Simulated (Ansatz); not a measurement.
The first iterations of a band of BGaH4 (6 atoms, charge 0, multiplicity 1).

Method: RKS BHLYP/def2-SVP (Ansatz 0.2.0).

```
movable images  : 5
climbing image  : yes
spring          : 5.0 eV/Å²
optimiser       : quadratic models (default)
start path      : through a guess of the saddle point
force threshold : 0.05 eV/Å
iteration limit : 60
end points      : relaxed
```

Initial state:

```xyz
6
Properties=species:S:1:pos:R:3
B 0.052 -1.115 0.028
Ga -0.034 0.963 -0.040
H -0.701 -1.763 0.702
H 0.859 -1.741 -0.604
H -0.928 1.729 -1.082
H 0.793 1.863 0.949
```

Final state:

```xyz
6
Properties=species:S:1:pos:R:3
B 0.389 -0.592 0.423
Ga -0.549 0.875 -0.672
H -0.558 -1.194 0.892
H 1.026 -1.202 -0.410
H -1.311 2.007 -1.503
H 1.045 0.041 1.223
```

| iteration | highest image above the first end (eV) | largest band force component (eV/Å) |
| --- | --- | --- |
| 1 | 9.808 | 27.530 |
| 2 | 4.080 | 8.198 |
| 3 | 3.010 | 4.287 |
| 4 | 2.315 | 2.373 |
| 5 | 2.235 | 2.957 |
| 6 | 2.486 | 2.120 |

Problem. Does the band converge within its limit, and where does its top end?

Solution. The forces met the threshold. It ended after 18 iterations with the highest image 0.430 eV above the first end. A vibrational analysis at the climbing image gives one clearly imaginary mode, 528i cm⁻¹: a first-order saddle point. The orbitals stay closed-shell, which can raise the energy where a bond breaks towards radicals; this wasn't checked here.

Time of the run: 2.6 min on 1 thread of Arm Neoverse V2 (shared host), peak memory 0.12 GiB.
